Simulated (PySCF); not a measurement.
Worked example for 1,2,3-trifluorobenzene: deprotonation at atom C3

Structure: `Fc1cccc(F)c1F` (C6H3F3). Optimised structure (Å), atoms numbered from 1:
```
F    -2.0542    1.7208    0.2192
C    -1.0625    0.8445    0.1085
C    -1.3269   -0.5120   -0.0247
C    -0.2609   -1.4025   -0.1411
C     1.0558   -0.9465   -0.1258
C     1.2978    0.4141    0.0081
F     2.5405    0.8810    0.0230
C     0.2470    1.3232    0.1276
F     0.4862    2.6182    0.2540
H    -2.3645   -0.8486   -0.0356
H    -0.4600   -2.4705   -0.2466
H     1.9041   -1.6264   -0.2165
```

Level of theory: ωB97X-D3(BJ)/ma-def2-TZVP single points in PySCF, grid level 2; every species was optimised with PBE0-D3(BJ)/ma-def2-SVP. Zero-point and thermal terms (298.15 K, 1 bar) come from unscaled GFN2-xTB harmonic frequencies, with soft modes damped to free rotors in the entropy. These were taken at the GFN2-xTB minima.

Step: `Fc1cccc(F)c1F` → `Fc1[c-]ccc(F)c1F` + H⁺.

```
         species  charge  multiplicity       E / Eh
   Fc1cccc(F)c1F       0             1  -530.284246
Fc1[c-]ccc(F)c1F      -1             1  -529.665030
```

Thermal terms, products less reactant: Δ(H − E) = -31.28 kJ/mol, Δ(G − E) = -66.51 kJ/mol (the bare proton has no electronic energy, H = 5/2 RT). 1 Eh = 2625.50 kJ/mol.

Problem. What are ΔE, ΔH and ΔG of this step?

Solution. ΔE = 0.619216 Eh = 1625.75 kJ/mol; ΔH = 1594.5 kJ/mol; ΔG = 1559.2 kJ/mol, all in the gas phase at 298.15 K and 1 bar. The digits show the arithmetic; the method itself can be off by 10 kJ/mol or more.
